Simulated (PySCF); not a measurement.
Si(H)2(F)(NMe2) (C2H8FNSi), SMILES F[SiH2]N(C)C. Atoms are numbered in the order given.

```xyz
13

Si     0.9379    -0.5086     0.0000
F      1.9047     0.8120     0.0000
N     -0.7397    -0.1468     0.0000
C     -1.4665     0.1587    -1.2185
C     -1.4665     0.1587     1.2185
H      1.2583    -1.2451     1.2474
H      1.2583    -1.2451    -1.2474
H     -0.8827    -0.1370    -2.1034
H     -1.6970     1.2384    -1.3114
H     -2.4276    -0.3882    -1.2520
H     -1.6970     1.2384     1.3114
H     -0.8827    -0.1370     2.1034
H     -2.4276    -0.3882     1.2520
```

Geometry: B3LYP-D3(BJ)/def2-SVP. This is a generated structure with no PubChem entry under its InChIKey; it may be hypothetical. One conformer was computed; it need not be the lowest.

Two levels are set side by side: PBE/pcSseg-1 (PySCF) and B3LYP/pcSseg-1 (PySCF). GIAO shifts against CFCl3 (¹⁹F), NH3 (¹⁵N), TMS (²⁹Si), TMS (¹H), TMS (¹³C) at the same level; non-relativistic, no solvent, atoms listed together averaged. Differences are taken from unrounded values.

| quantity | B3LYP |
|---|---|
| δ(²⁹Si) of Si1 (ppm) | -18.8 |
| δ(¹⁹F) of F2 (ppm) | -168.3 |
| δ(¹⁵N) of N3 (ppm) | 59.3 |
| δ(¹³C) of C4, C5 (ppm) | 43.1 |
| δ(¹H) of H6, H7 (ppm) | 4.85 |

What does PBE give, and how far is it from B3LYP? (The exact figures need the calculation; the answer reports its results.)


| quantity | PBE | PBE minus B3LYP |
|---|---|---|
| δ(²⁹Si) of Si1 (ppm) | -13.7 | 5.1 |
| δ(¹⁹F) of F2 (ppm) | -180.8 | -12.6 |
| δ(¹⁵N) of N3 (ppm) | 67.0 | 7.7 |
| δ(¹³C) of C4, C5 (ppm) | 43.9 | 0.8 |
| δ(¹H) of H6, H7 (ppm) | 5.15 | 0.31 |

Rough cost on one machine, each run with all the roots and properties that it gave: B3LYP against PBE within a factor of 2.
